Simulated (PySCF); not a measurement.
F₃OTa (SMILES [O]=[Ta]([F])([F])[F]), singlet, geometry from GFN2-xTB (such geometries of metal compounds can be far from the true shape) (core potentials on Ta).

Input for PySCF:
```python
from pyscf import gto, scf, dft

mol = gto.Mole()
mol.atom = '''
    Ta    0.01693925    0.00907486   -0.01955256
    O     1.06782099    0.57206336   -1.23255967
    F     0.97007396   -0.95600876    1.21861489
    F    -1.26946365   -1.06429425   -0.77185379
    F    -0.78718062    1.43819507    0.80744046
'''
mol.basis = 'def2-svp'
mol.ecp = {'Ta': 'def2-svp'}
mol.verbose = 4
mol.build()

mf = dft.RKS(mol)
mf.xc = 'pbe'
mf.grids.atom_grid = (99, 590)
mf.grids.prune = None
mf.kernel()
```

Task: What number of basis functions does PBE/def2-SVP in PySCF give?

Result: 88

Task: Estimate the nuclear repulsion energy that PBE/def2-SVP returns for this input.

Result: 215.9324 Eh

Task: Roughly what does it cost on one core?

Result: around 14 core-seconds (rough).
